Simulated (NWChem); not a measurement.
System: BeHBr; SMILES [Br][BeH]

```xyz
3

Be     0.0000     0.0000    -1.6820
H      0.0000     0.0000    -3.0054
Br     0.0000     0.0000     0.2781
```
Atoms are numbered in this order, from 1.

All runs: NWChem. Structure relaxed at the B3LYP/6-31G* (spherical d) level. Total energies compare along this basis series because the functional is fixed.

```tsv
level	basis functions	energy (Ha)	highest occupied level (eV)	orbital gap (eV)	dipole (D)
B3LYP/def2-SVP	46	-2589.2602	-8.63	7.79	0.15
B3LYP/def2-SVPD	61	-2589.2661	-8.77	7.73	0.27
B3LYP/def2-TZVP	73	-2589.5919	-8.71	7.84	0.29
B3LYP/def2-TZVPP	81	-2589.5923	-8.71	7.83	0.28
B3LYP/def2-QZVP	141	-2589.6513	-8.73	7.80	0.32
```
